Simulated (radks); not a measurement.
The numbers below are computed, except where a source is named.
Species: Rb III. Configuration: [Ar] 3d10 4s2 4p5 (the NIST ground configuration). Level of theory: Dirac Kohn-Sham, Slater X-alpha with alpha = 0.615, spin-unpolarised, spherical densities, finite nucleus; open shells are shared between the two j in proportion to 2j + 1; Fermi nuclear charge, rms radius 4.2036 fm (a radial shooting solver on a logarithmic mesh with Libxc functionals).

Radial electron density D(r) = 4 pi r^2 rho(r):

```
   r/bohr * D(r) (the largest magnitude, 54.7, reaches the edge; | marks zero)
 0.002608 |  *
 0.003396 |    *
 0.004423 |      *
 0.005759 |          *
 0.007499 |               *
 0.009764 |                      *
  0.01271 |                             *
  0.01656 |                                     *
  0.02156 |                                           *
  0.02807 |                                              *
  0.03655 |                                            *
   0.0476 |                                       *
  0.06198 |                                      *
   0.0807 |                                           *
   0.1051 |                                                    *
   0.1368 |                                                      *
   0.1782 |                                            *
    0.232 |                                *
   0.3021 |                                *
   0.3934 |                                      *
   0.5122 |                                 *
    0.667 |                   *
   0.8685 |         *
    1.131 |      *
    1.473 |     *
    1.917 |  *
    2.497 |*
    3.251 *
    4.233 *
    5.512 *
```

D(r) has 3 maxima, at r = 0.0283, 0.126, 0.413 bohr, and minima at 0.0586, 0.264 bohr, inside which lie 2.08, 11.04 electrons.
